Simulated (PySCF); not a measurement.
**Copper: a sound run and one with changed settings**

Sound run: Cu⁺ [Ar] 3d10, Cu²⁺ [Ar] 3d9. Computed with PySCF 2.14 in x2c-TZVPall (6s5p4d1f, 48 functions), with scalar relativity by spin-free X2C-1e. In the sound run the correlated levels freeze [Ar]. The sound run starts from symmetry-adapted Hartree-Fock orbitals and uses a fine grid where one is needed.

Changed run: all electrons correlated in a basis built for the valence shell.

```csv
species,method,sound run (hartree),changed run (hartree),converged
Cu⁺,MP2,-1653.27006,-1653.55568,yes
Cu²⁺,MP2,-1652.51823,-1652.77971,yes
```

Ionisation energy of Cu⁺:

```
 method  sound run (eV)  changed run (eV)
    UHF          17.228            17.228
    MP2          20.459            21.115
SCS-MP2          20.054            20.574
```

A valence basis has no tight correlating functions, so it recovers only part of the core correlation, and not evenly between atom and ion.

For comparison, NIST gives 20.292 eV between the lowest levels.
